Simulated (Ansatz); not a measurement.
Basis sets compared for the cluster Cs₃H₂ (the lowest doublet isomer of a short search). Charge 0, multiplicity 2. Geometry PBE-D4/def2-TZVP. Ansatz on 4 threads of Arm Neoverse V2 on a shared host; times are rough, and most runs start from earlier orbitals.

```xyz
5

Cs    1.591   -1.062    1.093
Cs    0.037    1.894   -1.637
Cs   -3.013   -1.671    1.120
H     2.303    0.954   -0.589
H    -0.919   -0.116    0.013
```

In the def2 sets Cs takes a core potential; there is no spin–orbit coupling. The structure comes from a short search, and lower isomers may exist.

Binding counts from free atoms (Cs doublet, H doublet) in the same basis, without a counterpoise term.

```
                         level  functions  energy (Eh)  HOMO (eV)  LUMO (eV)  binding per atom (eV)  wall time
               PBE-D4/def2-SVP         82     -61.6346      -1.75      -1.27                   1.07      1.8 s
PBE-D4/def2-TZVP (with forces)         99     -61.6467      -1.75      -1.25                   1.12      2.7 s
           r2SCAN-D4/def2-TZVP         99     -61.6512      -1.75      -1.09                   1.12      5.5 s
              PBE0-D4/def2-SVP         82     -61.6145      -2.08      -0.85                   1.06      2.1 s
             PBE0-D4/def2-TZVP         99     -61.6258      -2.09      -0.82                   1.11      5.5 s
```

**Question.** Estimate the rows for PBE-D4/def2-TZVPD, r2SCAN-D4/def2-TZVPD, PBE0-D4/def2-TZVPD.

**Answer.** 
```
               level  functions  energy (Eh)  HOMO (eV)  LUMO (eV)  binding per atom (eV)  wall time
   PBE-D4/def2-TZVPD        114     -61.6477      -1.74      -1.24                   1.13      2.4 s
r2SCAN-D4/def2-TZVPD        114     -61.6523      -1.74      -1.08                   1.13        6 s
  PBE0-D4/def2-TZVPD        114     -61.6269      -2.08      -0.82                   1.12      2.5 s
```
